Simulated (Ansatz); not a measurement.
**Molecular dynamics of Ge2H6O2**

The input (input.yaml):

```yaml
crystal:
  periodic: [false, false, false]
  atoms:
    - { symbol: Ge, position_ang: [-0.081384, -0.181119, 0.141115] }
    - { symbol: Ge, position_ang: [-0.012775, -0.007171, 2.560333] }
    - { symbol: H, position_ang: [-1.435179, -0.21676, 3.139437] }
    - { symbol: H, position_ang: [0.926297, -1.097711, 3.135615] }
    - { symbol: H, position_ang: [0.507949, 1.390733, 2.971513] }
    - { symbol: O, position_ang: [1.621931, -0.015732, -0.443614] }
    - { symbol: H, position_ang: [1.725611, -0.398801, -1.334433] }
    - { symbol: O, position_ang: [-1.072656, 1.231251, -0.395326] }
    - { symbol: H, position_ang: [-1.199913, 1.229803, -1.362671] }
    - { symbol: H, position_ang: [-0.680381, -1.493493, -0.472668] }
basis:
  gaussian: { orbitals: def2-SVP }
hamiltonian:
  xc: pbe
md:
  timestep: 0.5
  n_steps: 100
  ensemble: nvt_nose_hoover
  temperature: 1500.0
  initial_velocities: maxwell_boltzmann
  seed: 145287
```

Launched with:

```bash
$ ansatz run input.yaml --threads 2 --pin off --max-ram 3072MiB --backend cpu --events-out ev --progress --plain --runs-dir out
```

It starts from a relaxed structure.

Output, in part (one step line in 4, the closing report, with atoms numbered from 0):

```
md step     0: t =     0.00 fs  T =  1500.0 K  F+E_penalty+E_count = -117190.24055948 eV  E_kin = 1.551120 eV  conserved = -117188.68943950 eV  (28 SCF iters)
md step     4: t =     2.00 fs  T =  1196.8 K  F+E_penalty+E_count = -117189.92215962 eV  E_kin = 1.237540 eV  conserved = -117188.68464215 eV  (26 SCF iters)
md step     8: t =     4.00 fs  T =   981.5 K  F+E_penalty+E_count = -117189.70036282 eV  E_kin = 1.014951 eV  conserved = -117188.68561804 eV  (26 SCF iters)
md step    12: t =     6.00 fs  T =   911.7 K  F+E_penalty+E_count = -117189.62772697 eV  E_kin = 0.942791 eV  conserved = -117188.68557004 eV  (27 SCF iters)
md step    16: t =     8.00 fs  T =   879.9 K  F+E_penalty+E_count = -117189.59560232 eV  E_kin = 0.909939 eV  conserved = -117188.68699787 eV  (27 SCF iters)
md step    20: t =    10.00 fs  T =   600.2 K  F+E_penalty+E_count = -117189.30330085 eV  E_kin = 0.620626 eV  conserved = -117188.68486839 eV  (27 SCF iters)
md step    24: t =    12.00 fs  T =   472.9 K  F+E_penalty+E_count = -117189.17098577 eV  E_kin = 0.488987 eV  conserved = -117188.68499123 eV  (27 SCF iters)
md step    28: t =    14.00 fs  T =   584.6 K  F+E_penalty+E_count = -117189.28545015 eV  E_kin = 0.604530 eV  conserved = -117188.68507658 eV  (27 SCF iters)
md step    32: t =    16.00 fs  T =   812.1 K  F+E_penalty+E_count = -117189.51920745 eV  E_kin = 0.839733 eV  conserved = -117188.68547271 eV  (27 SCF iters)
md step    36: t =    18.00 fs  T =  1009.7 K  F+E_penalty+E_count = -117189.72330846 eV  E_kin = 1.044093 eV  conserved = -117188.68811825 eV  (26 SCF iters)
md step    40: t =    20.00 fs  T =   864.8 K  F+E_penalty+E_count = -117189.56619197 eV  E_kin = 0.894293 eV  conserved = -117188.68396927 eV  (26 SCF iters)
md step    44: t =    22.00 fs  T =  1000.8 K  F+E_penalty+E_count = -117189.70574404 eV  E_kin = 1.034872 eV  conserved = -117188.68634757 eV  (26 SCF iters)
md step    48: t =    24.00 fs  T =  1145.0 K  F+E_penalty+E_count = -117189.85061925 eV  E_kin = 1.184031 eV  conserved = -117188.68642845 eV  (26 SCF iters)
md step    52: t =    26.00 fs  T =  1131.1 K  F+E_penalty+E_count = -117189.83239618 eV  E_kin = 1.169682 eV  conserved = -117188.68745622 eV  (27 SCF iters)
md step    56: t =    28.00 fs  T =   780.3 K  F+E_penalty+E_count = -117189.46233853 eV  E_kin = 0.806889 eV  conserved = -117188.68458100 eV  (27 SCF iters)
md step    60: t =    30.00 fs  T =   621.0 K  F+E_penalty+E_count = -117189.29488914 eV  E_kin = 0.642209 eV  conserved = -117188.68501781 eV  (27 SCF iters)
md step    64: t =    32.00 fs  T =   681.0 K  F+E_penalty+E_count = -117189.35365232 eV  E_kin = 0.704258 eV  conserved = -117188.68528636 eV  (29 SCF iters)
md step    68: t =    34.00 fs  T =   805.0 K  F+E_penalty+E_count = -117189.47752898 eV  E_kin = 0.832447 eV  conserved = -117188.68524682 eV  (26 SCF iters)
md step    72: t =    36.00 fs  T =   918.3 K  F+E_penalty+E_count = -117189.59218067 eV  E_kin = 0.949562 eV  conserved = -117188.68839845 eV  (26 SCF iters)
md step    76: t =    38.00 fs  T =   691.7 K  F+E_penalty+E_count = -117189.34690868 eV  E_kin = 0.715234 eV  conserved = -117188.68278395 eV  (28 SCF iters)
md step    80: t =    40.00 fs  T =   909.6 K  F+E_penalty+E_count = -117189.57114852 eV  E_kin = 0.940572 eV  conserved = -117188.68722019 eV  (26 SCF iters)
md step    84: t =    42.00 fs  T =  1031.5 K  F+E_penalty+E_count = -117189.68878932 eV  E_kin = 1.066679 eV  conserved = -117188.68623360 eV  (26 SCF iters)
md step    88: t =    44.00 fs  T =  1010.6 K  F+E_penalty+E_count = -117189.65937731 eV  E_kin = 1.045022 eV  conserved = -117188.68651711 eV  (26 SCF iters)
md step    92: t =    46.00 fs  T =   818.8 K  F+E_penalty+E_count = -117189.45133371 eV  E_kin = 0.846721 eV  conserved = -117188.68437420 eV  (26 SCF iters)
md step    96: t =    48.00 fs  T =   834.9 K  F+E_penalty+E_count = -117189.46264909 eV  E_kin = 0.863373 eV  conserved = -117188.68582019 eV  (27 SCF iters)
md step   100: t =    50.00 fs  T =   904.6 K  F+E_penalty+E_count = -117189.52601096 eV  E_kin = 0.935400 eV  conserved = -117188.68517705 eV  (29 SCF iters)
Total energy: -117189.52605204 eV, -4306.6356484987 hartree
Atom 0 at    -0.108865    -0.203470     0.144081 Å, force    -1.911293    -0.551792    -1.383309 eV/Å
Atom 1 at    -0.009357     0.011650     2.541709 Å, force    -0.691771    -1.496780    -0.353943 eV/Å
Atom 2 at    -0.278423    -1.503108     2.949025 Å, force     0.568535     0.487104     0.246658 eV/Å
Atom 3 at     1.323096     0.670598     2.784610 Å, force     0.558727     0.131367     0.477239 eV/Å
Atom 4 at    -1.227135     0.707370     3.127533 Å, force    -0.241585     0.487478     0.075983 eV/Å
Atom 5 at     1.614063    -0.150749    -0.371430 Å, force     0.118088     0.263979    -1.317349 eV/Å
Atom 6 at     1.717617     0.041450    -1.354684 Å, force    -0.236515    -0.281425     1.281993 eV/Å
Atom 7 at    -0.885373     1.342809    -0.397196 Å, force    -0.663986     0.869513    -0.501428 eV/Å
Atom 8 at    -1.777914     1.613456    -0.775678 Å, force     1.399837    -1.114601     0.582885 eV/Å
Atom 9 at    -1.026672    -1.489261    -0.641830 Å, force     1.099963     1.205158     0.891271 eV/Å
Dipole moment:    -0.240572     0.049152    -0.110295 e Å
```

The run went to its last step. The conserved energy stayed within 0.67 meV per atom of its start (net change 0.43 meV per atom), so the integration is sound. The mean temperature of the second half is 43 % below the set value. A run of 0.05 ps of so small a system gives no equilibrium averages.

The same pairs are bonded in the first frame and the last. Pairs count as bonded within 1.25 times the sum of covalent radii (0.12 Å more for H–H).

Last frame:

```xyz
10
Properties=species:S:1:pos:R:3
Ge -0.109 -0.203 0.144
Ge -0.009 0.012 2.542
H -0.278 -1.503 2.949
H 1.323 0.671 2.785
H -1.227 0.707 3.127
O 1.614 -0.151 -0.371
H 1.718 0.041 -1.355
O -0.885 1.343 -0.397
H -1.778 1.613 -0.776
H -1.027 -1.489 -0.642
```

Time of the run: 4.2 min on 2 threads of Arm Neoverse V1 (shared host), peak memory 0.17 GiB.
